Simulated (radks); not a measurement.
The numbers below are computed, except where a source is named.
All-electron atom: Ga2+ in [Ar] 3d10 4s1.

Level of theory: scalar-relativistic Kohn-Sham, PBEsol, spin-polarised, spherical densities, point nucleus; open shells are filled with parallel spins first (a radial shooting solver on a logarithmic mesh with Libxc functionals).

Energy parts (eV):
part                       energy
total                  -52830.590
kinetic                 53724.731
electron-nucleus      -126781.187
Hartree                 22226.469
exchange-correlation    -2000.603

Orbitals (lengths in bohr, moments of r in powers of bohr; <r^-3> diverges for s and p1/2):
| orbital | occ. | eigenvalue (eV) | <r^4> | <r^-3> | <r^2> | <1/r> |
|---|---|---|---|---|---|---|
| 1s up | 1 | -10241.69 | 0.00002605 | - | 0.003182 | 31.28 |
| 1s down | 1 | -10241.62 | 0.00002605 | - | 0.003182 | 31.28 |
| 2s up | 1 | -1281.392 | 0.005449 | - | 0.05605 | 6.841 |
| 2s down | 1 | -1281.380 | 0.005450 | - | 0.05605 | 6.841 |
| 2p up | 3 | -1118.448 | 0.004013 | 889.9 | 0.04462 | 6.712 |
| 2p down | 3 | -1118.426 | 0.004014 | 889.9 | 0.04463 | 6.712 |
| 3s up | 1 | -168.1148 | 0.3936 | - | 0.4921 | 2.182 |
| 3s down | 1 | -168.0558 | 0.3915 | - | 0.4913 | 2.183 |
| 3p up | 3 | -119.0368 | 0.5236 | 117.6 | 0.5457 | 2.028 |
| 3p down | 3 | -118.9498 | 0.5178 | 117.8 | 0.5437 | 2.030 |
| 3d up | 5 | -39.4635 | 1.769 | 11.73 | 0.8356 | 1.654 |
| 3d down | 5 | -39.2062 | 1.647 | 11.88 | 0.8121 | 1.666 |
| 4s up | 1 | -26.7302 | 36.53 | - | 4.838 | 0.6315 |
| 4s down | 0 | -25.1125 | 37.07 | - | 4.856 | 0.6331 |

The highest occupied level is 4s up at -26.730 eV. Summed over all electrons, <r^2> = 17.71 bohr^2, which gives a Langevin (diamagnetic) susceptibility term of -14 x 10^-6 cm^3/mol. For comparison, the ionisation energy in NIST's Atomic Spectra Database is 30.726 eV (measured). In exact Kohn-Sham theory the highest level is minus the ionisation energy, but local and semilocal functionals leave it too shallow, through self-interaction and a potential that decays too fast; potentials with the right tail come closer. The density falls to 0.001 e/bohr^3 at r = 3.28 bohr.
